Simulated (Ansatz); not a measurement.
A made-up structure of CH4BSn (charge -1), singlet:

C1  (-1.737, -1.538, -0.365)
B2  (-0.760, -0.673, -0.160)
Sn3  (0.827, 0.732, 0.174)
H4  (-2.530, -2.240, -0.532)
H5  (1.023, 1.978, -1.022)
H6  (0.743, 1.663, 1.638)
H7  (-0.049, -1.565, -0.014)
(Å)

It is relaxed with PBE-D4/def2-SVPD and then PBE0-D4/def2-TZVPD (Ansatz 0.2.0). Atoms count as bonded within 1.22 times the sum of their covalent radii (H–H: 0.88 Å). The end point is not checked to be a true minimum.

(1) Does its bonding change? (Judge from chemistry; the calculation decides.)

Answers

(1) Computed: Yes. Formed: C1–H7; broken: B2–H7.

Where it ends: The first stage lowers the energy by 2.71 eV in 16 steps. It ends as CH₄BSn ([CH2][B][SnH2]), total charge -1:
C1  (-1.267, -1.661, -0.286)
B2  (-0.451, -0.534, -0.083)
Sn3  (1.205, 0.920, 0.241)
H4  (-2.349, -1.594, -0.386)
H5  (0.752, 2.091, -1.009)
H6  (0.492, 1.806, 1.600)
H7  (-0.865, -2.671, -0.356)
(Å)

Labels in which every atom is bracketed show which atoms are joined, not bond orders.

For scale, one of the runs: PBE0-D4/def2-TZVPD relaxation, 166 basis functions, launched by `ansatz run in.yaml --threads 2 --pin off --events-out ev --progress --plain --max-ram 4352MiB`. The run took about 31 s on 2 CPU threads of an Arm Neoverse V2 (shared host).
